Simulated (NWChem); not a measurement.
## H₂BI

```xyz
4

B      0.0000     0.0000    -1.8499
H     -1.0717     0.0000    -2.4113
H      1.0717     0.0000    -2.4113
I      0.0000     0.0000     0.2655
```
Charge 0, spin multiplicity 1.

All runs are NWChem calculations. Structure: optimised with PBE/def2-SVP with def2 effective core potentials on I, a minimum by its harmonic frequencies.

Symmetry labels belong to the abelian group C2v used in the runs, with the axes of the coordinates shown.

Effective core potentials replace the inner electrons of I; spin-orbit coupling is left out. B3LYP has NWChem's definition, with VWN1-RPA local correlation. The structure started from a generated list of species.

List the lowest 4 singlet excitations that TD-B3LYP/def2-SVPD with def2 effective core potentials on I, VWN1-RPA local correlation gives, with oscillator strengths.


```tsv
state	symmetry	energy (eV)	wavelength (nm)	f
1	a2	3.71	335	0.000
2	a1	5.16	240	0.106
3	b2	5.77	215	0.000
4	b1	6.19	200	0.013
```
